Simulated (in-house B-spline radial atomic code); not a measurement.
**Ionising Mg V (Mg4+) with different functionals**

Computed with a radial B-spline atomic code at the basis-set limit: four-component Dirac-Coulomb Hamiltonian, Fermi nucleus of rms radius 3.057 fm, spin-restricted, spherical fractional occupations for the functionals. The ionisation energy is the difference of two self-consistent energies, [He] 2s2 2p4 → [He] 2s2 2p3, without Breit or QED terms; ε is the level of the shell that loses the electron (mean over j). The electron is taken from both j subshells in proportion to 2j + 1, so the result is a j average, not the step between ground levels.

Hybrids are left out here: with spherical fractional occupations of an open shell their exact exchange keeps a self-interaction that integer-occupation calculations don't have.

```tsv
method	rung	ΔSCF (eV)	-ε(2p) (eV)
LDA VWN5	LDA	146.39	128.88
relativistic LDA	LDA	?	?
LDA PW92	LDA	146.38	128.87
LDA exchange-only	LDA	144.27	126.79
PBE	GGA	?	?
PBEsol	GGA	146.13	128.62
BLYP	GGA	146.46	128.91
RPBE	GGA	146.28	128.76
PW91	GGA	146.58	129.04
BP86	GGA	146.48	128.94
AM05	GGA	146.08	128.58
OLYP	GGA	146.67	129.17
```

Task: What does PBE give?

Result: ΔSCF 146.36 eV, and -ε(2p) = 128.83 eV.

Task: What does relativistic LDA give?

Result: ΔSCF 146.37 eV, and -ε(2p) = 128.86 eV.

Task: How do they compare with the NIST value?

Result: NIST lists 141.33 eV ± 0.03 (semi-empirical, ground level to ground level). Errors run from +2.94 to +5.34 eV. The correlated functionals all miss on the same side by more than they spread, so the cause is common to them (Breit-QED terms, spin polarisation, the choice among j levels, multiplet and fine-structure energies, or a listed next ion that isn't the cheapest removal here) and closeness doesn't rank the functionals.
